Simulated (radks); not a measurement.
Values are calculated unless marked as measured or tabulated.
Problem. The mean radii <r> (bohr) of the occupied orbitals of an atom or ion are listed with their occupations. Code: a radial shooting solver on a logarithmic mesh with Libxc functionals. Model: scalar-relativistic Kohn-Sham, LDA (Slater exchange, VWN5 correlation), spin-polarised, spherical densities, finite nucleus; Fermi nuclear charge, rms radius of each element as measured or else 0.836 A^(1/3) + 0.57 fm.

orbital  occ.      <r>
1s          2  0.08124
2s          2   0.3890
2p          6   0.3512
3s          2    1.268
3p          6    1.427

Name the element and its charge. Open shells, if any, are filled with parallel spins first.

Solution. Z = 19, potassium, charge +1: K+ in [Ar]. The 1s radius gives Z: for a bare nucleus <r> = (2 gamma + 1)/(2Z) with gamma = sqrt(1 - (Z/c)^2), 0.07844 bohr for Z = 19, and screening makes it slightly larger (0.08124 here). The occupations add up to 18, and the charge is Z minus that.
